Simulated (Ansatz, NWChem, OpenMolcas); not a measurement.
## Worked example: CBrClF2 + GeHF → CClF3 + GeHBr

Species: CBrClF2 `FC(F)(Cl)Br`, singlet; GeHF `[F][GeH]`, singlet; CClF3 `FC(F)(F)Cl`, singlet; GeHBr `[GeH][Br]`, singlet. The partners trade Br for F: C–Br and Ge–F bonds give way to C–F and Ge–Br.

Shapes, held fixed at every level: PBE0-D4/def2-TZVP. Programs: Ansatz 0.2.0, NWChem 7.3.0, OpenMolcas 26.06. A level may come from different programs for different species; with the same settings they agree closely. Electronic energies: no zero-point or thermal term.

At B3LYP/6-31G* (spherical functions); 1 Eh = 2625.50 kJ/mol:

```
species   energy (Eh)
CBrClF2  -3271.828053
   GeHF  -2177.203206
  CClF3   -797.809362
  GeHBr  -4651.257051
```

Task: Work out ΔE of the reaction at this level.

Result: 
1. Products less reactants: (-797.809362) + (-4651.257051) − [(-3271.828053) + (-2177.203206)] = -0.035154 Eh = -92.3 kJ/mol.

Other levels give -143.7 (HF/STO-3G) to -71.3 kJ/mol (HF/3-21G). No measured value is set beside it here. Relativity is left out for Br, Ge. The median of the other levels is -111.6 kJ/mol.
